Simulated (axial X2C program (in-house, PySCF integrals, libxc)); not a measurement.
Ionising CdB

Computed with an in-house all-electron X2C program for linear molecules (integrals from PySCF), spin-free (one-electron X2C) or two-component (2c: spin–orbit coupling with atomic mean-field Coulomb and Gaunt terms, which also bring small scalar terms), in Dyall basis sets with cores contracted in-house; open shells are unrestricted.

Basis sets: B dyall-v3z, Cd dyall-cv3z.

| Hamiltonian | level | CdB state | Re (Å) | ωe (cm⁻¹) | De (eV) |
| --- | --- | --- | --- | --- | --- |
| spin-free | PW91 | M_S = 1/2, Λ = 1 | 2.355 | 309.5 | 0.53 |
| spin-free | PBE0 | M_S = 1/2, Λ = 1 | 2.407 | 278.5 | 0.39 |
| 2c | PW91 | Ω = 1/2 | 2.347 | 313.6 | 0.55 |
| 2c | PBE0 | Ω = 1/2 | 2.398 | 282.3 | 0.40 |

Adiabatic ionisation energy (minimum to minimum, no zero-point term) and constants of CdB⁺:

```tsv
Hamiltonian	level	CdB⁺ state	IE (eV)	Re (Å)	ωe (cm⁻¹)	De (eV)	fragments
spin-free	PW91	M_S = 0, Λ = 0	7.04	2.498	294.9	2.23	Cd + B+
spin-free	PBE0	M_S = 0, Λ = 0	6.96	2.508	304.9	2.08	Cd + B+
2c	PW91	Ω = 0	7.05	2.498	294.9	2.23	Cd + B+
2c	PBE0	Ω = 0	6.97	2.508	304.9	2.08	Cd + B+
```

Question: Add the zero-point terms to the ionisation energy at PBE0, 2c, and say whether the electron removed was bonding.

Answer: IE0 = IE + (ωe⁺ − ωe)/2 = 6.97 + (0.001) = 6.97 eV. Re changes by 0.110 Å, so the bond lengthens, as on loss of a bonding electron.

Question: Close the cycle De(CdB⁺) + IE(CdB) = De(CdB) + IE(B) to find the atomic ionisation energy at PBE0, 2c.

Answer: IE(B) = 2.08 + 6.97 − 0.40 = 8.65 eV, for the determinants used.

Each entry is the lowest single determinant of a limited PBE0 search at one distance. De goes to single-determinant-based atoms at the same level (for ions the charge split of lowest energy) and is withheld (n/a) where an atom does not fit its ground term or J level. Main or longest-lived isotopes. One determinant is a doubtful description, or other states lie close, for CdB; these need not be ground states, and all values refer to the states named. Some light 2c atoms are not at their ground J level, so De misses part of their lowering (0.04 eV or less). The functionals have no current term, which raises determinants with orbital currents. Where the atoms have a lower orbital projection than the molecule, De at mean-field level may be about a tenth of an eV too small.
